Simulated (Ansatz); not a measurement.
Geometry optimisation, Ansatz, RKS LDA/def2-SVP.

The input (input.yaml):

```yaml
crystal:
  periodic: [false, false, false]
  atoms:
    - { symbol: Hf, position_ang: [0.0, 0.0, 0.0] }
    - { symbol: Cl, position_ang: [0.0, 0.0, 2.87] }
    - { symbol: "N", position_ang: [2.084, 0.0, -0.7359] }
    - { symbol: H, position_ang: [2.5823, -0.918, -0.9166] }
    - { symbol: H, position_ang: [2.5853, 0.918, -0.9082] }
    - { symbol: O, position_ang: [-0.975, 1.6891, -0.6893] }
    - { symbol: H, position_ang: [-1.9328, 1.4584, -0.9117] }
    - { symbol: Cl, position_ang: [-1.1869, -2.0563, -0.8392] }
    - { symbol: "N", position_ang: [0.934, -2.1912, 0.7915] }
    - { symbol: H, position_ang: [0.3981, -3.0893, 0.6183] }
    - { symbol: H, position_ang: [1.8642, -2.2185, 1.2989] }
    - { symbol: H, position_ang: [0.636, -1.4921, 2.0511] }
basis:
  gaussian: { orbitals: def2-SVP }
hamiltonian:
  xc: lda
relax:
  f_tol: 0.15
  max_steps: 25
  restrain:
    - { distance: [0, 8], at: 3.41, k: 30.0 }
    - { distance: [11, 1], at: 2.57, k: 30.0 }
    - { distance: [0, 1], at: 2.52, k: 30.0 }
    - { distance: [11, 8], at: 1.06, k: 30.0 }
```

Command:

```bash
$ ansatz run input.yaml --threads 4 --pin off --max-ram 5120MiB --backend cpu --events-out ev --progress --plain --runs-dir out
```

**Question.** Where does it end, and by what steps?

**Answer.** It converged. The restraints hold the end off the free minimum. After 11 steps the energy has fallen by 2.937 eV (the restraints' own energy left out); N9 moved furthest, 0.92 Å. Parted: Hf1–N9 (2.51 → 3.40 Å). Joined: N9–H12 (1.47 → 1.04 Å).

```
step  energy less start (eV)  largest force component (eV/Å)  accepted
   0                  0.0000                           3.371       yes
   1                 -0.3685                           4.794       yes
   2                 -0.7986                           5.742       yes
   3                 -1.6553                           4.652       yes
   4                 -2.4794                           1.785       yes
   5                 -2.5950                           1.468       yes
   6                 -2.7390                           1.743       yes
   7                 -2.8305                           1.250       yes
   8                 -2.9046                           1.356       yes
   9                 -2.9280                           1.224       yes
  10                 -2.9321                           1.208       yes
  11                 -2.9367                           1.347       yes
```

```xyz
12
Properties=species:S:1:pos:R:3
Hf -0.135 -0.010 0.010
Cl -0.280 0.181 2.479
N 1.737 0.133 -0.675
H 2.500 -0.537 -0.509
H 2.079 0.891 -1.282
O -0.938 1.509 -0.760
H -1.522 2.210 -1.086
Cl -1.198 -1.919 -0.891
N 1.230 -2.776 1.442
H 0.526 -3.008 0.729
H 2.121 -2.481 1.033
H 0.870 -2.091 2.139
```

The run took 11 s on 4 threads of Intel(R) Xeon(R) 6975P-C (Granite Rapids) (shared host), peak memory 0.23 GiB.
